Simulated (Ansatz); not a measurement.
`[F][Hf]([F])([F])[Cl]` + H–F → `[F][Hf]([F])([F])[F]` + HCl at 298.15 K and 1 bar (ligand exchange at the Hf–Cl bond).

Calculated with Ansatz (gas phase, PBE0-D4/def2-TZVP geometries, no zero-point term in ΔE). CBS: MP2 limit from def2 TZ/QZ plus the TZ coupled-cluster correction, frozen cores. This one scheme is used for every species. def2 core potentials past Kr. For Hf outer-core shells are correlated without core-valence functions, which leaves a few kJ/mol of doubt a bond.

```json
{"species": "`[F][Hf]([F])([F])[Cl]`", "CCSD(T)/CBS energy (Eh)": "-807.38599", "H − E (kJ/mol)": "38.9", "S (J/(mol·K))": "351.9"}
{"species": "H–F", "CCSD(T)/CBS energy (Eh)": "-100.39570", "H − E (kJ/mol)": "33.5", "S (J/(mol·K))": "173.6"}
{"species": "`[F][Hf]([F])([F])[F]`", "CCSD(T)/CBS energy (Eh)": "-447.40567", "H − E (kJ/mol)": "40.1", "S (J/(mol·K))": "328.5"}
{"species": "HCl", "CCSD(T)/CBS energy (Eh)": "-460.38127", "H − E (kJ/mol)": "26.6", "S (J/(mol·K))": "186.8"}
```

H − E and S are ideal-gas, rigid-rotor, harmonic terms from PBE0-D4/def2-TZVP. 1 Eh = 2625.50 kJ/mol, R = 8.31446 J/(mol·K).

Question: By hand: ΔE, ΔH, ΔS and ΔG.

Answer: ΔE = (-447.40567) + (-460.38127) − (-807.38599) − (-100.39570) = -0.00525 Eh = -13.8 kJ/mol. Δ(H − E) = 40.1 + 26.6 − 38.9 − 33.5 = -5.7, so ΔH = -19.5 kJ/mol. ΔS = 328.5 + 186.8 − 351.9 − 173.6 = -10.2 J/(mol·K). ΔG = -19.5 − 298.15 × (-10.2)/1000 = -16.5 kJ/mol.

Question: By hand: the equilibrium constant, and the temperature at which ΔG would vanish if ΔH and ΔS stayed fixed.

Answer: log₁₀ K = −ΔG/(RT ln 10) = 2.9. ΔG = 0 at ΔH/ΔS = 1912 K, though so small a ΔS makes that figure unsure.

The number of gas molecules stays the same, so ΔS is small and ΔH decides. A doubt of 5 kJ/mol in ΔE shifts log₁₀ K by 0.9 here. These are equilibria of isolated gas molecules and say nothing of rates. Largest T1 diagnostic: 0.016 (customary marks: 0.02 for closed shells, 0.045 for open ones).
